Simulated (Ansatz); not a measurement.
The cluster HfS₂⁻. Total charge -1; doublet. Geometry PBE-D4/def2-TZVPD.

Cartesian coordinates in Å:
```
Hf 0.708 0.179 0.336
S -1.256 1.011 1.147
S 0.549 -1.190 -1.483
```

In the def2 sets Hf takes a core potential; there is no spin–orbit coupling. The structure comes from a short search, and lower isomers may exist.

(1) Estimate the α-spin orbital energies around the gap (eV) in Ansatz with PBE-D4/def2-SVPD, PBE-D4/def2-TZVPD, r2SCAN-D4/def2-TZVPD, r2SCANh-D4/def2-TZVPD, PBE0-D4/def2-SVPD.

## Answers

(1) 
```
orbital  PBE-D4/def2-SVPD  PBE-D4/def2-TZVPD  r2SCAN-D4/def2-TZVPD  r2SCANh-D4/def2-TZVPD  PBE0-D4/def2-SVPD
 HOMO−5             -2.04              -1.99                 -2.21                  -2.64              -3.19
 HOMO−4             -1.81              -1.78                 -1.97                  -2.38              -2.89
 HOMO−3             -1.73              -1.69                 -1.86                  -2.26              -2.77
 HOMO−2             -1.51              -1.50                 -1.68                  -2.07              -2.53
 HOMO−1             -0.91              -0.91                 -1.10                  -1.48              -1.93
   HOMO             -0.31              -0.31                 -0.60                  -0.92              -1.20
   LUMO              1.05               1.03                  0.98                   1.24               1.70
 LUMO+1              1.06               1.05                  1.00                   1.27               1.72
 LUMO+2              2.54               2.49                  2.68                   2.87               3.09
 LUMO+3              2.67               2.67                  2.92                   3.21               3.46
 LUMO+4              3.24               3.09                  3.46                   3.65               3.84
 LUMO+5              3.40               3.18                  3.57                   3.72               3.99
 β HOMO             -0.91              -0.91                 -1.10                  -1.49              -1.95
 β LUMO              0.67               0.66                  0.99                   1.15               1.29
```
